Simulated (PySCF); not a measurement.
# Ionisation energy of Pm⁴³⁺ by level of theory

Pm⁴³⁺ [Ar] → Pm⁴⁴⁺ [Ne] 3s2 3p5 [3p1/2^2 3p3/2^3, M_J = 3/2], as a difference of total energies. Calculation: PySCF 2.14, in an even-tempered Gaussian basis (18 s from 9.8 bohr⁻², ratio 2.4; 14 p from 13 bohr⁻², ratio 2.4; 4 d from 50 bohr⁻², ratio 2.6; 4 f from 74 bohr⁻², ratio 2.6); the two-component X2C-1e Hamiltonian. Correlated levels: 1s2 frozen; the 54 highest virtual spinors dropped. "Screened" scales the spin-orbit matrix elements by Boettger's factors to mimic the two-electron term; Breit and QED terms are absent.

| method | ionisation energy (eV) |
| --- | --- |
| GHF (spin-free) | 3563.7 |
| GMP2 (spin-free) | 3564.5 |
| GHF (screened spin-orbit) | 3520.6 |
| GMP2 (screened spin-orbit) | 3521.5 |

Breit and QED terms and the two-electron picture change are absent.

The spin-free rows lack the spin-orbit shift.

For comparison: 3519 ± 4 eV (theoretical estimate listed by NIST; NIST Atomic Spectra Database, ionization energies).
